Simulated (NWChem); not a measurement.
System: SiCl, doublet; SMILES Cl[Si]

NWChem input:

```
start job
memory heap 200 mb stack 900 mb global 1100 mb
geometry units angstroms noautosym nocenter noautoz
  Si     0.000000     0.000000    -1.166505
  Cl     0.000000     0.000000     0.961116
end
basis spherical
  Si library def2-tzvp
  Cl library def2-tzvp
end
dft
  odft
  mult 2
  xc pbe0
  iterations 150
end
cosmo
  do_cosmo_smd true
  solvent water
end
task dft energy
```

Output (shortened):

```
             Northwest Computational Chemistry Package (NWChem) 7.3.0
             --------------------------------------------------------

                             Geometry "geometry" -> ""
                             -------------------------

 Output coordinates in angstroms (scale by  1.889725989 to convert to a.u.)

  No.       Tag          Charge          X              Y              Z
 ---- ---------------- ---------- -------------- -------------- --------------
    1 Si                  14.0000     0.00000000     0.00000000    -1.16650500
    2 Cl                  17.0000     0.00000000     0.00000000     0.96111600

 Effective nuclear repulsion energy (a.u.)      59.1948402756

                                 NWChem DFT Module
                                 -----------------

 Summary of "ao basis" -> "ao basis" (spherical)
 ------------------------------------------------------------------------------
       Tag                 Description            Shells   Functions and Types
 ---------------- ------------------------------  ------  ---------------------
 Si                        def2-tzvp                13       37   5s5p2d1f
 Cl                        def2-tzvp                13       37   5s5p2d1f

 in cosmo_initialize ...
 calling solv_data for solv:h2o

 solvent parameters
 solvname_short: h2o
 solvname_long:  water
 dielec:       78.4000
 dielecinf:     1.7769
 aqueous SMD model solvent descriptors
 dielec:       78.4000
 sola:          0.8200

          ---------------
          -cosmo- solvent
          ---------------
 Cosmo: York-Karplus, doi: 10.1021/jp992097l
 dielectric constant -eps-     =  78.40
 screen = (eps-1)/(eps    )    =   0.98724
 surface charge correction     = lagrangian

   van der Waals surface
 --------------------------

 ---------- ATOMIC COORDINATES (A.U.) ------------ VDWR(ANG.) --
     1    0.00000000    0.00000000   -2.20437481     2.470
     2    0.00000000    0.00000000    1.81624588     2.380
 number of segments per atom =        128
 number of   points per atom =        128
 atom (   nspa,  nppa )
 ----------------------
    1 (    100,     0 )       0
    2 (     92,     0 )       0
 number of -cosmo- surface points =      192
 molecular surface =    106.422 angstrom**2
 molecular volume  =     91.578 angstrom**3
 -lineq- algorithm             =   0
 -bem- low  level              =   3
 -bem- from -octahedral-
 gaussian surface charge width =   4.50000
 degree of switching           =   1.00000
 switching function tolerance  =   0.00010
 atomic radii =
 --------------
    1 14.000  2.470
    2 17.000  2.380
 ...... end of -cosmo- initialization ......

 nat:                     2
 ixmem:                   309
 calling mnsol_interface()
 G(SMD-CDS) energy (kcal/mol)  =     0.376
 SMD-CDS SASA (angstrom**2)    =   100.236

            General Information
            -------------------
          SCF calculation type: DFT
          Wavefunction type:  spin polarized.
          No. of atoms     :     2
          No. of electrons :    31
           Alpha electrons :    16
            Beta electrons :    15
          Charge           :     0
          Spin multiplicity:     2
          Use of symmetry is: off; symmetry adaption is: off
          Maximum number of iterations: 150
          AO basis - number of functions:    74
                     number of shells:    26
          Convergence on energy requested:  1.00D-06
          Convergence on density requested:  1.00D-05
          Convergence on gradient requested:  5.00D-04

              XC Information
              --------------
                         PBE0 Method XC Functional
                     Hartree-Fock (Exact) Exchange  0.250
          PerdewBurkeErnzerhof Exchange Functional  0.750
            Perdew 1991 LDA Correlation Functional  1.000 local
           PerdewBurkeErnz. Correlation Functional  1.000 non-local

             Grid Information
             ----------------
          Grid used for XC integration:  medium
          Radial quadrature: Mura-Knowles
          Angular quadrature: Lebedev.
          Tag              B.-S. Rad. Rad. Pts. Rad. Cut. Ang. Pts.
          ---              ---------- --------- --------- ---------
          Si                  1.10       88           8.0       590
          Cl                  1.00       88           9.0       590
          Grid pruning is: on
          Number of quadrature shells:   176
          Spatial weights used:  Erf1

[...]

                                COSMO-SMD solvation results
                                ---------------------------

             internal energy in gas <Psi(g)|H|Psi(g)> =      -749.409437120807
         internal energy in solvent <Psi(s)|H|Psi(s)> =      -749.409126302346
                               delta internal energy  =         0.000310818462 (    0.20 kcal/mol)
   total free energy in solvent <Psi(s)|H+V/2|Psi(s)> =      -749.411736107206
 polarization energy contribution <Psi(s)|V/2|Psi(s)> =        -0.002609804861 (   -1.64 kcal/mol)
    total free energy in solvent including G(SMD-CDS) =      -749.411137555413
                       G(SMD-CDS) energy contribution =         0.000598551794 (    0.38 kcal/mol)
     1 M fixed-concentration free energy of solvation =        -0.001700434605 (   -1.07 kcal/mol)

                    DFT Final Alpha Molecular Orbital Analysis
                    ------------------------------------------

 Vector   14  Occ=1.000000D+00  E=-3.619802D-01
              MO Center=  2.1D-08, -1.3D-08,  7.9D-01, r^2= 1.4D+00
   Bfn.  Coefficient  Atom+Function         Bfn.  Coefficient  Atom+Function
  ----- ------------  ---------------      ----- ------------  ---------------
    52      0.448329  2 Cl px                55      0.280107  2 Cl px
    53     -0.263041  2 Cl py                49      0.206696  2 Cl px
    43     -0.170722  2 Cl px                56     -0.164334  2 Cl py
    50     -0.121269  2 Cl py                15      0.104808  1 Si px
    44      0.100163  2 Cl py                46     -0.079662  2 Cl px

 Vector   15  Occ=1.000000D+00  E=-3.422400D-01
              MO Center= -3.5D-08,  3.3D-08, -5.4D-01, r^2= 3.1D+00
   Bfn.  Coefficient  Atom+Function         Bfn.  Coefficient  Atom+Function
  ----- ------------  ---------------      ----- ------------  ---------------
     4      0.421925  1 Si s                  5      0.409238  1 Si s
    54      0.377035  2 Cl pz                 3     -0.244777  1 Si s
    57      0.245422  2 Cl pz                17     -0.240546  1 Si pz
    51      0.176007  2 Cl pz                45     -0.144330  2 Cl pz
     8      0.094114  1 Si pz                14     -0.094524  1 Si pz

 Vector   16  Occ=1.000000D+00  E=-1.943326D-01
              MO Center= -3.8D-09, -9.2D-09, -1.0D+00, r^2= 2.8D+00
   Bfn.  Coefficient  Atom+Function         Bfn.  Coefficient  Atom+Function
  ----- ------------  ---------------      ----- ------------  ---------------
    16      0.482550  1 Si py                19      0.363686  1 Si py
    15      0.282862  1 Si px                18      0.212982  1 Si px
    56     -0.183176  2 Cl py                53     -0.164209  2 Cl py
     7     -0.145622  1 Si py                13      0.139793  1 Si py
    55     -0.107312  2 Cl px                52     -0.096255  2 Cl px

 Vector   17  Occ=0.000000D+00  E=-1.095435D-01
              MO Center=  6.8D-09, -2.9D-09, -1.0D+00, r^2= 2.9D+00
   Bfn.  Coefficient  Atom+Function         Bfn.  Coefficient  Atom+Function
  ----- ------------  ---------------      ----- ------------  ---------------
    15      0.453455  1 Si px                18      0.408939  1 Si px
    16     -0.265584  1 Si py                19     -0.239791  1 Si py
    55     -0.180258  2 Cl px                52     -0.144477  2 Cl px
     6     -0.142622  1 Si px                12      0.137066  1 Si px
    56      0.105658  2 Cl py                53      0.084624  2 Cl py

 Vector   18  Occ=0.000000D+00  E=-6.276494D-03
              MO Center= -7.8D-09,  4.2D-09, -1.0D+00, r^2= 4.3D+00
   Bfn.  Coefficient  Atom+Function         Bfn.  Coefficient  Atom+Function
  ----- ------------  ---------------      ----- ------------  ---------------
    20      0.812438  1 Si pz                42     -0.563141  2 Cl s
    57      0.441406  2 Cl pz                17      0.424812  1 Si pz
     5      0.375159  1 Si s                 54      0.212261  2 Cl pz
     4      0.193017  1 Si s                 41     -0.170024  2 Cl s
    40      0.138165  2 Cl s                 14      0.127042  1 Si pz

 Vector   19  Occ=0.000000D+00  E= 1.537179D-01
              MO Center=  1.7D-08, -8.6D-08, -3.5D-02, r^2= 4.1D+00
   Bfn.  Coefficient  Atom+Function         Bfn.  Coefficient  Atom+Function
  ----- ------------  ---------------      ----- ------------  ---------------
     5      1.688978  1 Si s                  4     -1.336155  1 Si s
    20      1.109555  1 Si pz                42     -0.916508  2 Cl s
    17     -0.385114  1 Si pz                65     -0.332979  2 Cl d  0
     3      0.283224  1 Si s                 57      0.276125  2 Cl pz
    28      0.238035  1 Si d  0              14     -0.142230  1 Si pz

                     DFT Final Beta Molecular Orbital Analysis
                     -----------------------------------------

 Vector   13  Occ=1.000000D+00  E=-3.613102D-01
              MO Center=  7.7D-09, -5.2D-09,  8.0D-01, r^2= 1.4D+00
   Bfn.  Coefficient  Atom+Function         Bfn.  Coefficient  Atom+Function
  ----- ------------  ---------------      ----- ------------  ---------------
    52      0.450214  2 Cl px                55      0.283131  2 Cl px
    53     -0.263911  2 Cl py                49      0.207605  2 Cl px
    43     -0.171484  2 Cl px                56     -0.165960  2 Cl py
    50     -0.121693  2 Cl py                44      0.100521  2 Cl py
    15      0.096314  1 Si px                46     -0.079975  2 Cl px

[...]
```

Level: PBE0/def2-TZVP, spin-unrestricted, SMD on the gas-phase geometry. The state is orbitally degenerate and is run as one real component. The geometry was optimised at PBE-D3(BJ)/def2-SVP, spin-unrestricted. No stability test was run on the SCF state. Solvent: water.
